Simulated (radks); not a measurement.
The numbers below are computed, except where a source is named.
Species: the nitrogen ion N3+. Configuration: 1s1.75 2s2 3d0.25 (fractional occupations, a model configuration).

Code: a radial shooting solver on a logarithmic mesh with Libxc functionals. Model: Dirac Kohn-Sham, Wu-Cohen GGA, spin-unpolarised, spherical densities, point nucleus; open shells fill j = l - 1/2 first.

Energy parts (eV):
| part | energy |
|---|---|
| total | -1278.899 |
| kinetic | 1278.270 |
| electron-nucleus | -2776.584 |
| Hartree | 343.115 |
| exchange-correlation | -123.700 |

Orbitals (lengths in bohr, moments of r in powers of bohr):
1s1/2: occ. 1.75; eigenvalue (eV) -469.7693; <1/r> 6.714
2s1/2: occ. 2; eigenvalue (eV) -72.2647; <1/r> 1.358
2p1/2: occ. 0; eigenvalue (eV) -61.6568; <1/r> 1.292
2p3/2: occ. 0; eigenvalue (eV) -61.6145; <1/r> 1.291
3s1/2: occ. 0; eigenvalue (eV) -23.9447; <1/r> 0.5008
3d3/2: occ. 0.25; eigenvalue (eV) -18.5686; <1/r> 0.4489
3d5/2: occ. 0; eigenvalue (eV) -18.5671; <1/r> 0.4488

The highest occupied level is 3d3/2 at -18.569 eV. The configuration is held as typed, so some empty levels lie below it. Summed over all electrons, <r^2> = 4.879 bohr^2, which gives a Langevin (diamagnetic) susceptibility term of -3.86 x 10^-6 cm^3/mol. The density falls to 0.001 e/bohr^3 at r = 2.82 bohr.
